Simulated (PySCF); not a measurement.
Dipole polarisabilities along group 15, charge +1

Calculated with PySCF 2.14 for the ground configurations, without spin-orbit coupling: coupled response for Hartree-Fock and DFT. Mean α in bohr³, C₆ of like pairs in atomic units.

```csv
species,α UHF,α PBE,α PBE0,C₆ UHF,C₆ PBE,C₆ PBE0
"N⁺ [He] 2s2 2p2 (x2c-QZVPPall with one added diffuse shell each of s, p, d, f type, spin-free X2C)",3.920,3.907,3.858,8.202,8.457,8.278
"P⁺ [Ne] 3s2 3p2 (x2c-QZVPPall with one added diffuse shell each of s, p, d, f type, spin-free X2C)",14.42,14.41,14.28,74.70,74.34,73.56
"As⁺ [Ar] 3d10 4s2 4p2 (x2c-QZVPPall with one added diffuse shell each of s, p, d, f type, spin-free X2C)",16.88,16.82,16.64,104.1,102.7,101.6
"Sb⁺ [Kr] 4d10 5s2 5p2 (x2c-QZVPPall with one added diffuse shell each of s, p, d, f type, spin-free X2C)",25.74,25.37,25.13,215.9,209.9,208.1
```

The values depend on the diffuse functions of the basis.
